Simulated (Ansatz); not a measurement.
`FC(F)(Cl)Br` + H₂ → `FC(F)Cl` + HBr at 600 K and 1 bar (hydrogenolysis of a C–Br bond).

Program: Ansatz. Geometries: PBE0-D4/def2-TZVP. ΔE: electronic, gas phase. CBS: MP2 limit from def2 TZ/QZ plus the TZ coupled-cluster correction, frozen cores. This one scheme is used for every species. For Br outer-core shells are correlated without core-valence functions, which leaves a few kJ/mol of doubt a bond. Scalar relativity is left out up to krypton.

| species | CCSD(T)/CBS energy (Eh) | H − E (kJ/mol) | S (J/(mol·K)) |
| --- | --- | --- | --- |
| `FC(F)(Cl)Br` | -3270.70957 | 74.7 | 378.1 |
| H₂ | -1.17544 | 43.9 | 150.8 |
| `FC(F)Cl` | -698.00348 | 94.8 | 327.8 |
| HBr | -2573.91920 | 33.5 | 219.1 |

H − E and S are ideal-gas, rigid-rotor, harmonic terms from PBE0-D4/def2-TZVP. The MP2-based limit puts H₂ 0.8 mEh under its directly extrapolated value; such offsets cancel only in part. 1 Eh = 2625.50 kJ/mol, R = 8.31446 J/(mol·K).

Q: By hand: ΔE, ΔH, ΔS and ΔG.

A: ΔE = (-698.00348) + (-2573.91920) − (-3270.70957) − (-1.17544) = -0.03767 Eh = -98.9 kJ/mol. Δ(H − E) = 94.8 + 33.5 − 74.7 − 43.9 = 9.7, so ΔH = -89.2 kJ/mol. ΔS = 327.8 + 219.1 − 378.1 − 150.8 = 18.0 J/(mol·K). ΔG = -89.2 − 600 × (18.0)/1000 = -100.0 kJ/mol.

Q: By hand: the equilibrium constant, and the temperature at which ΔG would vanish if ΔH and ΔS stayed fixed.

A: log₁₀ K = −ΔG/(RT ln 10) = 8.7. ΔH and −TΔS have one sign here, so there is no such temperature.

ΔH outweighs TΔS. A doubt of 5 kJ/mol in ΔE shifts log₁₀ K by 0.4 here. These are equilibria of isolated gas molecules and say nothing of rates. Largest T1 diagnostic: 0.011 (customary marks: 0.02 for closed shells, 0.045 for open ones).
